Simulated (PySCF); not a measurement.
**Tb(IV) with different ligands**

Computed with PySCF 2.14.0, PBE0, def2-SVP on the ligands, density fitting, scalar-relativistic core potentials, no spin-orbit coupling, vacuum. The metal has lcecp-2-SVP with ECP53. Each complex is relaxed within the symmetry of a template of the same shape. Distances are means of the shortest metal–ligand contacts, charges and spins Mulliken's; removal energies are rigid, with the ligand's formal charge and no counterpoise, so too large; for an anion taken off a cation in vacuum most of it is the attraction of opposite charges, and multiply charged cations can part far more cheaply with an electron moved from ligand to metal. lcecp potentials hold a fixed number of 4f electrons in the core, out of states, spins and gaps.

```json
{"complex": "[TbH3(H2O)]+", "point group": "Cs", "M–first ligand (Å)": "1.851", "charge on M (e)": "1.16", "removal of one first-named ligand (eV)": "16.05", "strongest infrared band, degenerate modes summed (cm⁻¹)": "1786", "unstable modes (below −25 cm⁻¹)": "0"}
{"complex": "[Tb(SH)3(NH3)]+", "point group": "C1", "M–first ligand (Å)": "2.452", "charge on M (e)": "0.80", "removal of one first-named ligand (eV)": "14.35", "strongest infrared band, degenerate modes summed (cm⁻¹)": "–", "unstable modes (below −25 cm⁻¹)": "not given"}
{"complex": "[Tb(NH2)3(H2O)]+", "point group": "Cs", "M–first ligand (Å)": "2.056", "charge on M (e)": "1.14", "removal of one first-named ligand (eV)": "16.86", "strongest infrared band, degenerate modes summed (cm⁻¹)": "634", "unstable modes (below −25 cm⁻¹)": "0"}
{"complex": "[TbCl3(NH3)]+", "point group": "C3v", "M–first ligand (Å)": "2.353", "charge on M (e)": "1.09", "removal of one first-named ligand (eV)": "14.80", "strongest infrared band, degenerate modes summed (cm⁻¹)": "3528", "unstable modes (below −25 cm⁻¹)": "0"}
{"complex": "[Tb(OH)3(H2O)]+", "point group": "C1", "M–first ligand (Å)": "1.944", "charge on M (e)": "1.44", "removal of one first-named ligand (eV)": "17.51", "strongest infrared band, degenerate modes summed (cm⁻¹)": "3929", "unstable modes (below −25 cm⁻¹)": "0"}
```

Question: What does the calculation give for [TbF3(H2O)]+?

Answer: point group: Cs, M–first ligand (Å): 1.917, charge on M (e): 1.73, removal of one first-named ligand (eV): 18.14, strongest infrared band, degenerate modes summed (cm⁻¹): 706, unstable modes (below −25 cm⁻¹): 0.
```xyz
7

Tb    0.0316   -0.0231    0.0231
F     1.0790    1.1577    1.1121
F    -1.1260   -1.1021    1.1021
F     1.0790   -1.1121   -1.1577
O    -1.2819    1.2910   -1.2910
H    -1.6230    2.1786   -1.0745
H    -1.6230    1.0745   -2.1786
```

One start shape was tried for each, so a minimum needn't be the lowest isomer. Oxidation states forced by the potential, rare, strongly oxidising or of another configuration in reality: [TbH3(H2O)]+, [TbF3(H2O)]+, [Tb(SH)3(NH3)]+, [Tb(NH2)3(H2O)]+, [TbCl3(NH3)]+, [Tb(OH)3(H2O)]+.
